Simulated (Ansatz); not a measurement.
Diatomic HfP, multiplicity 4 (an upper state: multiplicity 2 came lower at CCSD(T)/def2-TZVPP on PBE0 minima). No spin–orbit coupling.

Constants: fifth-degree fit in 1/R to seven points, most abundant isotopes. In def2 and cc sets the state is the lowest found near the PBE0 minimum, followed along R.

Programs: Ansatz (Gaussian basis) for Hartree–Fock, density functionals and correlated methods. Each number belongs to the level named beside it. In def2 rows elements past Kr take small-core potentials, without spin–orbit coupling.

Energies at PBE/def2-TZVPP:

```
R (Å)       E (hartree)
--------  -------------
2.178739  -389.08326314
2.237307  -389.09020556
2.291190  -389.09382785
2.352101  -389.09533163
2.413012  -389.09463030
2.483293  -389.09169411
2.565289  -389.08613841
```

With a reduced mass of 26.4252 u, find the minimum, the force constant and the constants.

A fifth-degree polynomial in 1/R puts the minimum at r_e = 2.3610 Å with force constant 250 N/m. Then ω_e = (1/2πc)√(k/μ) = 400 cm⁻¹ and B_e = h/(8π²cμr_e²) = 0.1144 cm⁻¹; the cubic and quartic terms give α_e = 0.00040 and ω_e x_e = 1.1 cm⁻¹.

Ansatz is a first-principles code.
